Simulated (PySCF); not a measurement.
Pair of molecules: NH3 (SMILES N) (first 4 atoms) with CH6Si (SMILES C[SiH3]); geometry from B3LYP-D3(BJ)/def2-TZVP.
(charge 0, multiplicity 1):
```xyz
12

N      0.41452    -0.62546    -0.36335
H      1.29003    -0.52809     0.13770
H     -0.09299     0.24524    -0.25634
H     -0.12212    -1.34703     0.10398
C     -0.41786     0.59161     4.97035
Si    -0.13626     0.17987     3.16249
H     -0.98999    -0.19570     5.46465
H     -0.97091     1.52691     5.07498
H      0.53172     0.70040     5.49759
H      0.61538    -1.09159     3.02770
H      0.64095     1.25421     2.49807
H     -1.43067     0.03428     2.45324
```

Interaction energies are E(AB) − E(A) − E(B) at the monomers' geometry in the complex; basis-set methods are counterpoise corrected. Rows marked so take none.

Rows in 3-21G, 6-31G* carry no dispersion term and start afresh at each structure (6-31G* with six Cartesian d functions).

Programs: PySCF for 3-21G rows, 6-31G* rows. 

Problem. What interaction energy does M06-2X/6-31G* (no counterpoise) give?

Solution. -143 meV

Problem. What is the computed interaction energy (HF/6-31G* (no counterpoise))?

Solution. -33 meV

Problem. Give the interaction energy at the level HF/3-21G (no counterpoise).

Solution. -122 meV
